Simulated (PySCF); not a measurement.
The multiplicity is imposed and other spin states were not computed.

## [Cu(NH3)4]2+ (charge 2, multiplicity 2)

Calculation: TPSSh-D3(BJ)/def2-TZVP // PBE-D3(BJ)/def2-SVP in PySCF.

- highest occupied spin orbital: -15.70 eV
- charge on the central atom (Mulliken): 0.30 e
- charge on the central atom (meta-Löwdin): 1.02 e
- spin population on the central atom (Mulliken): 0.57
- total energy: -1866.3877 Ha
- cost: very roughly 30 core-minutes

Bond lengths (Å): Cu1–N2 2.070, Cu1–N6 2.070, Cu1–N10 2.070, Cu1–N14 2.070, N2–H3 1.035, N2–H4 1.035, N2–H5 1.035, N6–H7 1.035, N6–H8 1.035, N6–H9 1.035, N10–H11 1.035, N10–H12 1.035, N10–H13 1.035, N14–H15 1.035, N14–H16 1.035, N14–H17 1.035. Bond angles (°): N2–Cu1–N6 162.6, N2–Cu1–N10 91.4, N2–Cu1–N14 91.3, N6–Cu1–N10 91.3, N6–Cu1–N14 91.3, N10–Cu1–N14 162.7, Cu1–N2–H3 113.1, Cu1–N2–H4 113.1, Cu1–N2–H5 113.7, H3–N2–H4 104.9, H3–N2–H5 105.7, H4–N2–H5 105.7, Cu1–N6–H7 113.1, Cu1–N6–H8 113.0, Cu1–N6–H9 113.7, H7–N6–H8 104.9, H7–N6–H9 105.7, H8–N6–H9 105.7, Cu1–N10–H11 113.6, Cu1–N10–H12 113.0, Cu1–N10–H13 113.1, H11–N10–H12 105.7, H11–N10–H13 105.7, H12–N10–H13 104.9, Cu1–N14–H15 113.1, Cu1–N14–H16 113.1, Cu1–N14–H17 113.7, H15–N14–H16 104.9, H15–N14–H17 105.7, H16–N14–H17 105.7.
Charge +2, spin multiplicity 2.
